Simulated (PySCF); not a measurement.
# Bond length, frequency and bond energy of AsO by level of theory

State: ²Π (doublet), unpaired electrons π ↑. Set-up: PySCF, no relativity, basis sets As def2-TZVPP, O def2-TZVPP. De refers to As + O in their high-spin ground configurations, without counterpoise correction. The functionals are run spin-unrestricted. A positive dipole means As(−)O(+). Levels whose curve was spin-contaminated or gave no clean fit are not listed.

```json
{"Level": "UHF", "Re (Å)": "1.579", "ωe (cm⁻¹)": "1161", "De (eV)": "1.14", "μ (D)": "-3.21", "CPU s a point (SCF and correlation, without the integrals)": "1"}
{"Level": "UHF-CCSD", "Re (Å)": "1.617", "ωe (cm⁻¹)": "1026", "De (eV)": "4.21", "μ (D)": "n/a", "CPU s a point (SCF and correlation, without the integrals)": "n/a"}
{"Level": "UHF-CCSD(T)", "Re (Å)": "1.633", "ωe (cm⁻¹)": "966", "De (eV)": "4.61", "μ (D)": "n/a", "CPU s a point (SCF and correlation, without the integrals)": "77"}
{"Level": "LDA", "Re (Å)": "1.624", "ωe (cm⁻¹)": "992", "De (eV)": "6.68", "μ (D)": "-2.44", "CPU s a point (SCF and correlation, without the integrals)": "1.3"}
{"Level": "PBE", "Re (Å)": "1.643", "ωe (cm⁻¹)": "956", "De (eV)": "5.53", "μ (D)": "-2.45", "CPU s a point (SCF and correlation, without the integrals)": "1.8"}
{"Level": "revPBE", "Re (Å)": "1.648", "ωe (cm⁻¹)": "947", "De (eV)": "5.17", "μ (D)": "-2.44", "CPU s a point (SCF and correlation, without the integrals)": "1.9"}
{"Level": "TPSS", "Re (Å)": "1.638", "ωe (cm⁻¹)": "969", "De (eV)": "5.11", "μ (D)": "-2.43", "CPU s a point (SCF and correlation, without the integrals)": "4.1"}
{"Level": "r²SCAN", "Re (Å)": "1.624", "ωe (cm⁻¹)": "1005", "De (eV)": "4.99", "μ (D)": "-2.47", "CPU s a point (SCF and correlation, without the integrals)": "5.3"}
{"Level": "PBE0", "Re (Å)": "1.615", "ωe (cm⁻¹)": "1035", "De (eV)": "4.74", "μ (D)": "-2.64", "CPU s a point (SCF and correlation, without the integrals)": "2.7"}
{"Level": "MN15", "Re (Å)": "1.607", "ωe (cm⁻¹)": "1062", "De (eV)": "4.83", "μ (D)": "-2.77", "CPU s a point (SCF and correlation, without the integrals)": "3"}
{"Level": "ωB97X-V", "Re (Å)": "1.610", "ωe (cm⁻¹)": "1063", "De (eV)": "5.07", "μ (D)": "-2.74", "CPU s a point (SCF and correlation, without the integrals)": "7.3"}
```

Task: Which functional lies closest to UHF-CCSD(T) in De, which farthest, and by how much do they differ from it?

Result: Closest is PBE0 (-1.8 pm in Re, +7.1 % in ωe, +0.13 eV in De against UHF-CCSD(T) in the same basis), farthest LDA (-0.9 pm in Re, +2.7 % in ωe, +2.07 eV in De). CCSD(T) converges more slowly with the basis than the functionals do and binds too weakly in this one, so the order can change at the basis-set limit.

Task: What does the gradient correction do here, going from LDA to PBE?

Result: PBE less LDA: +1.9 pm in Re, -3.6 % in ωe, -1.15 eV in De. The gradient correction favours the more uneven density of free atoms, so it tends to lengthen bonds and takes away much of the overbinding of LDA; so it does here.

Task: What does the triples do here, going from UHF-CCSD to UHF-CCSD(T)?

Result: UHF-CCSD(T) less UHF-CCSD: +1.6 pm in Re, -5.8 % in ωe, +0.40 eV in De. Correlation nearly always deepens the well. The bond lengthens, as in strong covalent bonds, where excitations into antibonding orbitals dominate.

Correlated steps freeze 10 core orbitals. Spin–orbit coupling is left out. Counting both spins, an empty level lies below a filled one in some of these solutions, because spin and occupation are held. The state was picked by a PBE0 search and need not be the measured ground state.

The whole job (state search and all levels along the bond) took about 17 min on 1 thread of Arm Neoverse V1 (shared host), peak memory 1.9 GiB.
